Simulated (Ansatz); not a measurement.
Ge(CCH)2H2 (C4H4Ge): single points at one geometry.

```yaml
crystal:
  periodic: [false, false, false]
  atoms:
    - {symbol: Ge, position_ang: [-0.820512, -0.031052, -0.561041]}
    - {symbol: C, position_ang: [-0.780651, -0.020646, 1.337780]}
    - {symbol: C, position_ang: [-0.758697, -0.017623, 2.553031]}
    - {symbol: H, position_ang: [-0.740126, -0.015047, 3.628613]}
    - {symbol: C, position_ang: [0.963008, 0.025804, -1.211431]}
    - {symbol: C, position_ang: [2.101588, 0.068351, -1.634693]}
    - {symbol: H, position_ang: [3.109539, 0.104854, -2.008766]}
    - {symbol: H, position_ang: [-1.578757, 1.204989, -1.058455]}
    - {symbol: H, position_ang: [-1.495383, -1.319629, -1.045047]}
basis:
  gaussian: {orbitals: def2-TZVP, initial_orbitals: start.molden}
hamiltonian: {xc: {name: r2SCANh}, dispersion: d4}
scf: {omitted_lower_state_checks: [starts]}
output: {orbitals: {seedname: orbitals}}
```

The file start.molden holds the orbitals of an earlier run on this structure, at another level or in another basis.

```sh
$ ansatz run in.yaml --threads 2 --pin off --events-out ev --progress --plain --max-ram 4352MiB
```

It prints (some lines left out):

```
Functional definition: r2SCANh
1273 factors; their error is unknown
mean field evaluation 1: about -60725.4626 eV, gradient 6.0e0 eV
mean field evaluation 2: about -60725.4874 eV, gradient 3.2e-2 eV
mean field evaluation 4: about -60725.5873 eV, gradient 2.1e-4 eV
mean field -60725.58734744 eV, -2231.6241737368 hartree, gradient 8.2e-6 eV, S^2 0.000000; 0 other end points of the search recorded, 0 dependent functions left out
reference -60725.58735883 eV, -2231.6241741557 hartree; 30, 30 occupied and 166, 166 virtual orbitals, 1273 factors
Total energy: -60725.63709360 eV, -2231.6260018747 hartree
Checks for a lower state left out: starts
```

Run time 4.1 s (2 threads of Intel Xeon 6975P-C on a shared host).

First input, but with `hamiltonian: {xc: {name: revPBE}, dispersion: d4}` (abridged; 2.1 s):

```
Functional definition: revPBE
mean field -60723.46770246 eV, -2231.5462782207 hartree, gradient 1.2e-5 eV, S^2 0.000000
Total energy: -60723.99628797 eV, -2231.5657033798 hartree
Checks for a lower state left out: starts
```

Geometry: PBE0-D4/def2-SVP.
